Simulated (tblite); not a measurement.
A tight-binding relaxation on `C[C+]1[CH][C@H](CF)CC1` [radical].

Computed with GFN2-xTB geometry optimisation, gas phase (tblite 0.8.0). Start geometry: from a force field or distance geometry. The command runs a driver script over a list of jobs; the input below is this job's line of settings and its coordinates in Å.

Command:
```bash
OMP_NUM_THREADS=1 python probes_run.py task.json out
```

Input:
```
{"job": {"kind": "relax", "xc": "GFN2-xTB", "basis": "xTB"}, "charge": 1, "multiplicity": 2}
C      2.584900    -0.727800     0.024000
C      1.185400    -0.209400    -0.059700
C      0.066300    -0.818800     0.594000
C     -1.109200     0.133700     0.509200
C     -2.434400    -0.570600     0.247700
F     -2.795000    -1.304100     1.327700
C     -0.700200     1.079800    -0.617500
C      0.830900     1.133600    -0.580000
H      3.158100    -0.161100     0.763000
H      3.066400    -0.631800    -0.942500
H      2.596300    -1.782900     0.309500
H      0.091300    -1.708000     1.204400
H     -1.176700     0.669200     1.479700
H     -2.372100    -1.248200    -0.619700
H     -3.233000     0.168000     0.061300
H     -1.038900     0.693600    -1.574600
H     -1.141400     2.074500    -0.486400
H      1.235300     1.301800    -1.581600
H      1.176200     1.917900     0.098800
```

Output:
```
step      E/eV     max force
  0    -675.65955    2.299
  1    -675.80817    0.895
  2    -675.85664    0.501
  3    -675.89357    0.372
  4    -675.90418    0.225
  5    -675.90983    0.161
  6    -675.91336    0.170
  7    -675.91784    0.165
  8    -675.92163    0.146
  9    -675.92529    0.132
... (67 lines left out)
 77    -675.98756    0.021
 78    -675.98762    0.017
 79    -675.98766    0.016
 80    -675.98770    0.014
 81    -675.98776    0.014
 82    -675.98782    0.016
 83    -675.98787    0.015
 84    -675.98791    0.017
 85    -675.98794    0.014
 86    -675.98796    0.010
```

«max force» is the largest atomic force in eV/Å.

**Question.** From which step on does the largest force stay under 0.1 eV/Å, and how much energy is left to gain from there?

**Answer.** From step 45 (0.093 eV/Å), 10.6 meV above the end.

Summary of the converged run: energy lowered by 7.6 kcal/mol over 86 steps; largest atomic force 0.010 eV/Å at the end.

**Question.** Give the final coordinates.

**Answer.** 0.414 Å rms from the input after alignment:
```
atom  x, y, z in Å
C1     2.5157   -0.7315    0.0915
C2     1.1640   -0.1728    0.0605
C3     0.0955   -0.6076    0.8113
C4    -1.1130    0.1873    0.5689
C5    -2.3191   -0.6788    0.0828
F6    -2.5919   -1.6239    1.0101
C7    -0.6973    1.2748   -0.4243
C8     0.7555    0.9651   -0.7895
H9     3.0850   -0.2501    0.8952
H10    3.0582   -0.5479   -0.8335
H11    2.5051   -1.7943    0.3291
H12    0.1078   -1.4443    1.4909
H13   -1.4713    0.5990    1.5255
H14   -2.0631   -1.1914   -0.8504
H15   -3.2093   -0.0543   -0.0368
H16   -1.3428    1.2911   -1.3025
H17   -0.7789    2.2626    0.0338
H18    0.8663    0.7032   -1.8490
H19    1.4239    1.8230   -0.6563
```

Hardware: an Arm Neoverse N1 with one thread, shared host with 48 logical CPUs at a one-minute load of 26. Cost: 0.83 s.
Labels such as C1 count atoms from 1, the log's own numbers from 0.
